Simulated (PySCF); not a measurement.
A survey of 17O NMR shifts

PySCF 2.14 calculation with coordinates at the GFN2-xTB level and shieldings: GIAO PBE0/pcSseg-1; single conformer, gas phase, fast rotation and ring inversion assumed for equivalent nuclei, no relativistic terms.

Shieldings were converted by a linear fit to measured shifts: 17O: δ = 266.70 − 0.911σ (rms 10.7 ppm, 155 shifts, 12.2 ppm with the 3 outliers that the fit left out vs liquid water, solution or neat liquid). A few per cent of atoms miss by over 2 rms, more outside the fitted compound classes.

Question: Give the 17O shifts of `COC(=O)C[SiH2]CCO`, `CCOC(=O)[C@H](C)O[SiH3]`, `C=Nc1noc(S)c1O`, `COC(=O)c1nncs1`, `C=C1[SiH2]N(C)C[C@H]1C=O`.

Answer: 
```
                                                     compound                 environment  δ (ppm)
 [CH3:1][O:2][C:3](=[O:4])[CH2:5][SiH2:6][CH2:7][CH2:8][OH:9]   O4: ester carbonyl oxygen    358.3
 [CH3:1][O:2][C:3](=[O:4])[CH2:5][SiH2:6][CH2:7][CH2:8][OH:9]     O2: ester alkoxy oxygen    132.9
 [CH3:1][O:2][C:3](=[O:4])[CH2:5][SiH2:6][CH2:7][CH2:8][OH:9]          O9: alcohol oxygen      7.6
[CH3:1][CH2:2][O:3][C:4](=[O:5])[C@H:6]([CH3:7])[O:8][SiH3:9]   O5: ester carbonyl oxygen    334.6
[CH3:1][CH2:2][O:3][C:4](=[O:5])[C@H:6]([CH3:7])[O:8][SiH3:9]     O3: ester alkoxy oxygen    149.7
[CH3:1][CH2:2][O:3][C:4](=[O:5])[C@H:6]([CH3:7])[O:8][SiH3:9]  O8: oxygen bonded to C, Si    -18.5
       [CH2:1]=[N:2][c:3]1[n:4][o:5][c:6]([SH:7])[c:8]1[OH:9]    O5: aromatic ring oxygen    273.0
       [CH2:1]=[N:2][c:3]1[n:4][o:5][c:6]([SH:7])[c:8]1[OH:9]      O9: phenol-type oxygen     16.7
        [CH3:1][O:2][C:3](=[O:4])[c:5]1[n:6][n:7][cH:8][s:9]1   O4: ester carbonyl oxygen    362.5
        [CH3:1][O:2][C:3](=[O:4])[c:5]1[n:6][n:7][cH:8][s:9]1     O2: ester alkoxy oxygen    133.5
                                     C=C1[SiH2]N(C)C[C@H]1C=O             aldehyde oxygen    549.0
```

Question: Order these by 17O shift, lowest first.
A. [SiH3]CCCc1ncco1
B. CO[SiH2]/C=C/CCC#N
C. O=C=N[SiH]1CCCCC1
D. CO[C@@H]1[C@@H]([SiH3])[C@@H]1CC#N
E. O=Cc1cc([SiH3])nn1C1CC1

Answer: B (-51.1 ppm, oxygen bonded to C, Si), D (-13.6 ppm, ether oxygen), C (85.2 ppm, carbonyl oxygen), A (252.1 ppm, aromatic ring oxygen), E (527.8 ppm, aldehyde oxygen).
